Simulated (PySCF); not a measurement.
**Absolute configuration from chiroptical data**

Method: PySCF 2.14.0, TDDFT LC-wPBE/aug-cc-pVDZ circular dichroism and optical rotation, one conformer, gas phase. Geometry: GFN2-xTB.

Values for one enantiomer of C5H5ClF2, R in 10⁻⁴⁰ esu² cm² (velocity form):
```tsv
λ (nm)	f	R
165	2e-05	-0.3
164	0.002	-2.8
151	0.007	+12.7
149	0.024	-6.4
147	0.019	-18.5
146	0.007	+18.3
144	0.038	-53.7
144	0.022	+1.3
```

[α] at 589.3 nm: -18 deg dm⁻¹ (g/mL)⁻¹ (origin-invariant length gauge).

Question: Which structure gives these signs?
A. FC1(F)[C@H]2[C@H](Cl)C[C@H]21
B. FC1(F)[C@@H]2[C@@H](Cl)C[C@@H]21

Answer: B. Its CIP labels in SMILES order are R, S, S; the other enantiomer gives every sign reversed.

Geometry of FC1(F)[C@@H]2[C@@H](Cl)C[C@@H]21 as run:
```xyz
13

F     1.325    1.220    1.145
C     1.288    0.602   -0.052
F     2.433    0.879   -0.701
C     0.035    0.503   -0.853
C    -1.136    0.389    0.115
Cl   -2.675    0.075   -0.706
C    -0.499   -0.874    0.729
C     0.676   -0.740   -0.235
H    -0.029    0.832   -1.876
H    -1.291    1.238    0.782
H    -1.089   -1.768    0.550
H    -0.247   -0.803    1.786
H     1.206   -1.553   -0.702
```
